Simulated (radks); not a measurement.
Initial-state core-level shifts of neutral samarium when its valence configuration changes from [Xe] 4f6 6s2. All-electron calculation, scalar-relativistic Kohn-Sham, PBE, spin-polarised, spherical densities, point nucleus; open shells are filled with parallel spins first (spin-orbit coupling, left out, can overturn this in heavy ions). Program: a radial shooting solver on a logarithmic mesh with Libxc functionals. Shifts are changes of the shell-averaged eigenvalues in eV (positive: less bound).

\begin{tabular}{lrrrr}
valence & 3s & 3p & 3d & 5s \\ \hline
4f5 6s2 6p1 & -11.161 & -11.143 & -11.069 & -6.801 \\
4f5 5d1 6s2 & -7.949 & -7.930 & -7.842 & -3.541 \\
4f4 5d2 6s2 & -17.128 & -17.084 & -16.886 & -6.987 \\
4f6 6s1 6p1 & -1.102 & -1.102 & -1.103 & -1.082 \\
4f5 5d1 6s1 6p1 & -8.985 & -8.965 & -8.877 & -4.544 \\
4f3 5d3 6s2 & -27.341 & -27.266 & -26.942 & -10.350 \\
4f6 5d1 6s1 & +1.173 & +1.174 & +1.184 & +1.466 \\
4f7 6p1 & +4.821 & +4.811 & +4.765 & +2.549 \\
\end{tabular}
